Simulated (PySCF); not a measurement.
Compound: BF3.
Structure used (PBE0-D3(BJ)/def2-SVP), in Å, numbered top down from 1:
```xyz
4
BF3 angstrom
F     -1.0138   -0.7937    0.5966
B      0.0397   -0.0739    0.3007
F      1.2309   -0.4653    0.6784
F     -0.0978    1.0380   -0.3772
```

Theory: PBE0-D3(BJ)/def2-SVP geometry optimisation, gas phase in PySCF.

Masses are those of the commonest isotopes; rigid-rotor values at the optimised geometry. 

Problem. Give the principal moments of inertia and the rotational constants in MHz.

Solution. Ia = 48.79, Ib = 48.95, Ic = 97.75 u·Å²; 505379 MHz·u·Å²/I gives A = 10358, B = 10324, C = 5170 MHz.

Problem. Classify the top.

Solution. An oblate symmetric top, as the point group D3h requires two equal moments; the computed ones differ by 0.33 % because the geometry is symmetric only within the optimiser's tolerance. Ray's parameter κ = (2B − A − C)/(A − C) = 0.987; −1 is the prolate and +1 the oblate limit.

Problem. Is it planar, by Δ = Ic − Ia − Ib?

Solution. Planar: Δ = Ic − Ia − Ib = 0.00 u·Å². For a rigid frame Δ = −2 Σ m c², so it vanishes when all atoms lie in the ab plane; here none is more than 0.01 Å from it.

The point group D3h allows no dipole (computed: 0.01 D), so a rigid rotor has no electric-dipole lines.

Problem. Estimate the classical rotational partition function at 10 K, 50 K and 298.15 K.

Solution. Point group D3h, symmetry number σ = 6; q = (√π/σ)·√((kT/h)³/(ABC)), k/h = 20836.6 MHz/K: 37.8 at 10 K, 422 at 50 K, 6150 at 298.15 K.

Stationary, but not proved a minimum. Zero-point vibration and centrifugal distortion are left out.
